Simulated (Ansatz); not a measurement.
Born–Oppenheimer molecular dynamics of BFH₂Te (5 atoms, charge 0, multiplicity 1). It goes on from the last frame of an earlier run, with new velocities.

Level of theory: Ansatz, RKS BLYP-D4/def2-SVP.

```yaml
ensemble: NVT, Langevin thermostat
time_step: 0.25 fs
steps_asked: 250
set_temperature: 100 K
friction: 0.01 /fs
seed: 13822
```

First frame:

```xyz
5
Properties=species:S:1:pos:R:3
F -1.266 -0.086 0.978
B -0.384 -0.638 0.072
Te 1.238 0.541 -0.833
H -0.470 -1.826 -0.134
H 0.452 2.036 -0.763
```

Q: How far do the bonds stretch over the last three quarters of this one trajectory? (Pairs bonded in most of those frames.)

A: 
| bond | mean (Å) | spread (Å) | shortest | longest |
| --- | --- | --- | --- | --- |
| F1–B2 | 1.340 | 0.031 | 1.29 | 1.38 |
| B2–Te3 | 2.190 | 0.019 | 2.16 | 2.22 |
| B2–H4 | 1.218 | 0.019 | 1.18 | 1.25 |
| Te3–H5 | 1.691 | 0.013 | 1.67 | 1.71 |

Mean temperature of the second half: 111 K. The mean temperature of the second half is 11 % above the set value. A run of 0.062 ps of so small a system gives no equilibrium averages.

Run time: 2.9 min on 1 thread of AMD EPYC 7R13 Processor (Zen 3), with other jobs on the host, peak memory 0.1 GiB.
